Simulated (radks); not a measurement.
All-electron atom: the promethium ion Pm3+ in [Xe] 4f4. All-electron calculation, Dirac Kohn-Sham, exchange-only B88, spin-unpolarised, spherical densities, finite nucleus; open shells are shared between the two j in proportion to 2j + 1; Fermi nuclear charge, rms radius 4.962 fm. Program: a radial shooting solver on a logarithmic mesh with Libxc functionals. Some entries of the table are withheld. Estimate them.

| orbital | occ. | eigenvalue (eV) | <r> (bohr) |
|---|---|---|---|
| 1s1/2 | 2 | -45009.32 | 0.02318 |
| 2s1/2 | 2 | -7339.701 | 0.09846 |
| 2p1/2 | 2 | -6952.849 | 0.08244 |
| 2p3/2 | 4 | -6392.448 | 0.08896 |
| 3s1/2 | 2 | -1624.196 | 0.2602 |
| 3p1/2 | 2 | (1) | 0.2498 |
| 3p3/2 | 4 | (2) | 0.2624 |
| 3d3/2 | 4 | -1056.801 | 0.2339 |
| 3d5/2 | 6 | -1032.391 | 0.2379 |
| 4s1/2 | 2 | -346.6151 | 0.5920 |
| 4p1/2 | 2 | -283.4056 | 0.6069 |
| 4p3/2 | 4 | -258.6665 | 0.6352 |
| 4d3/2 | 4 | -154.5816 | 0.6792 |
| 4d5/2 | 6 | -150.1632 | 0.6893 |
| 5s1/2 | 2 | (3) | (4) |
| 5p1/2 | 2 | -50.3179 | (5) |
| 5p3/2 | 4 | -46.6765 | (6) |
| 4f5/2 | 1.71429 | (7) | 0.9352 |
| 4f7/2 | 2.28571 | (8) | 0.9454 |

Answer. 
(1) 3p1/2 eigenvalue (eV): -1458.219
(2) 3p3/2 eigenvalue (eV): -1345.570
(3) 5s1/2 eigenvalue (eV): -67.8997
(4) 5s1/2 <r> (bohr): 1.407
(5) 5p1/2 <r> (bohr): 1.564
(6) 5p3/2 <r> (bohr): 1.643
(7) 4f5/2 eigenvalue (eV): -30.5725
(8) 4f7/2 eigenvalue (eV): -30.0439
